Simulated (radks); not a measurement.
The magnesium ion Mg9+, [He] 2s1. All-electron calculation, non-relativistic Kohn-Sham, LDA (Slater exchange, Perdew-Wang correlation), spin-polarised, spherical densities, point nucleus. Program: a radial shooting solver on a logarithmic mesh with Libxc functionals. Every spin shell is full or empty, so the densities are truly spherical. Functionals are evaluated on that one density, not self-consistently. Rank these orbital-free kinetic functionals by their error against the exact value of the orbitals, and give that value: Thomas-Fermi, von Weizsacker, TF + vW/5, LC94, revAPBEK, Perdew 92, Thakkar, Pearson, LKT, DePristo-Kress, Ernzerhof.

Answer. Exact: 149.060 hartree. From best to worst, with 100 (|E| - |E exact|)/|E exact| (equal figures are ties): DePristo-Kress -0.14, LC94 +0.23, Thakkar +0.41, Perdew 92 +0.44, revAPBEK +0.99, Ernzerhof +3.22, Pearson -4.03, von Weizsacker -6.78, TF + vW/5 +8.70, Thomas-Fermi -9.94, LKT +54.95.
